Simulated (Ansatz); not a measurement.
One change: `P[SiH2][SeH]` becomes `C[SiH2]P`.

Ansatz, PBE0-D4/def2-TZVP geometries, multiplicity 1. Each molecule was computed in one conformer, which needn't be the lowest.

Scalar relativity is left out up to krypton.

```json
{"property": "HOMO–LUMO gap (B3LYP/def2-TZVPP) / eV", "`P[SiH2][SeH]`": "6.30"}
{"property": "zero-point energy (PBE0-D4/def2-TZVP) / kJ/mol", "`P[SiH2][SeH]`": "113.0"}
{"property": "HOMO energy (PBE/def2-TZVPP) / eV", "`P[SiH2][SeH]`": "-5.96"}
{"property": "HOMO–LUMO gap (PBE0/def2-TZVPP) / eV", "`P[SiH2][SeH]`": "6.78"}
{"property": "HOMO energy (PBE0/def2-TZVPP) / eV", "`P[SiH2][SeH]`": "-7.11"}
{"property": "ideal-gas entropy at 298 K and 1 bar (rigid rotor, harmonic PBE0-D4/def2-TZVP) / J/(mol·K)", "`P[SiH2][SeH]`": "340"}
```

**Question.** Give the same properties after the change, and the shifts. (Best estimate.)

**Answer.** Ansatz gave: 
| property | `C[SiH2]P` | shift |
| --- | --- | --- |
| HOMO–LUMO gap (B3LYP/def2-TZVPP) / eV | 7.30 | 1.00 |
| zero-point energy (PBE0-D4/def2-TZVP) / kJ/mol | 187.1 | 74.1 |
| HOMO energy (PBE/def2-TZVPP) / eV | -6.30 | -0.34 |
| HOMO–LUMO gap (PBE0/def2-TZVPP) / eV | 7.74 | 0.96 |
| HOMO energy (PBE0/def2-TZVPP) / eV | -7.40 | -0.29 |
| ideal-gas entropy at 298 K and 1 bar (rigid rotor, harmonic PBE0-D4/def2-TZVP) / J/(mol·K) | 318 | -22 |

With PBE0 the HOMO falls by 0.29 eV and the LUMO rises by 0.67 eV, so the gap widens by about 0.96 eV. PBE moves the HOMO by -0.34 eV and ωB97M-V by -0.23 eV. The zero-point energy changes by 74.1 kJ/mol with +6 modes.

B3LYP here is the variant with VWN-RPA as its local correlation; programs differ in this.

Spin–orbit coupling is left out; it splits and shifts lone-pair levels of the heavy atoms by tenths of an eV.
